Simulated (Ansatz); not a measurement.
Spectroscopic constants of Se2, multiplicity 3 (the spin of the measured ground state). No spin–orbit coupling. Se is treated without relativity.

```tsv
level	bond energy D_e (kcal/mol)
SVWN5/def2-TZVPP	113.85
PBE/def2-TZVPP	94.76
r2SCAN/def2-TZVPP	90.16
B97M-V/def2-TZVPP	85.34
B3LYP/def2-TZVPP	84.05
PBE0/def2-TZVPP	85.83
BHLYP/def2-TZVPP	73.22
CAM-B3LYP/def2-TZVPP	79.42
wB97X-V/def2-TZVPP	82.74
wB97M-V/def2-TZVPP	78.78
B2PLYP/def2-TZVPP	83.29
CCSD/def2-QZVPP	74.36
CCSD(T)/def2-TZVPP	77.83
CCSD(T)/def2-QZVPP	81.51
```

The rows run from 73.22 (BHLYP/def2-TZVPP) to 113.85 kcal/mol (SVWN5/def2-TZVPP). From def2-TZVPP to def2-QZVPP CCSD(T) changes by 3.68. The 11 functionals in def2-TZVPP without D3 or D4 span 40.63, from BHLYP to SVWN5.

D_e counts from the fitted minimum to each atom's lowest state at the same level, without counterpoise.

Correlated levels freeze the inner cores; with def2 sets outer-core shells near the valence are correlated too.

Codes used: Ansatz (Gaussian orbitals). Values without a source in brackets are computed.

Ansatz is a program for electronic structure.
